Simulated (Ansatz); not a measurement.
Stepwise reaction of `N[SiH](N)O` with hydrogen sulfide, as a gas-phase model of exchange steps in deposition or etching. ΔE in kJ/mol; ΔG adds harmonic PBE0-D4 terms to CCSD(T)/CBS, at 1 bar.

Isolated molecules relaxed with PBE0-D4/def2-TZVP in Ansatz; ΔE leaves out vibrations. CCSD(T)/CBS is the MP2 limit (def2-TZVPP, def2-QZVPP) plus CCSD(T) − MP2 in def2-TZVPP, frozen cores. This one scheme is used for every species. DFT in def2-TZVPP. B3LYP here is the variant with VWN-RPA as its local correlation; programs differ in this. Each species was taken in one conformer, which may not be the lowest.

```
step                                 reaction  PBE-D4  B3LYP-D4  ωB97M-V  CCSD(T)/CBS  ΔG(600 K)
   1  `N[SiH](N)O` + H₂S → `N[SiH](O)S` + NH₃    -5.0       4.4      5.1          4.2        8.3
```

Task: Give the row of step 2, `N[SiH](O)S` + H₂S → `O[SiH](S)S` + NH₃. (An estimate is asked.)

Result: The calculation gave: 
```tsv
step	reaction	PBE-D4	B3LYP-D4	ωB97M-V	CCSD(T)/CBS	ΔG(600 K)
2	`N[SiH](O)S` + H₂S → `O[SiH](S)S` + NH₃	-9.0	1.7	2.8	0.5	12.8
```

Task: By hand: ΔE of the 2 steps together at CCSD(T)/CBS.

Result: (4.2) + (0.5) = 4.7 kJ/mol, or 2.4 kJ/mol a step.

In ΔE the steps differ by no more than 3.7 kJ/mol. ΔG lies between 8.3 and 12.8 kJ/mol a step. PBE-D4 differs from CCSD(T)/CBS by -9.5 to -9.2 kJ/mol a step. Isolated molecules leave out the surface, adducts and barriers. Largest T1 diagnostic: 0.012.
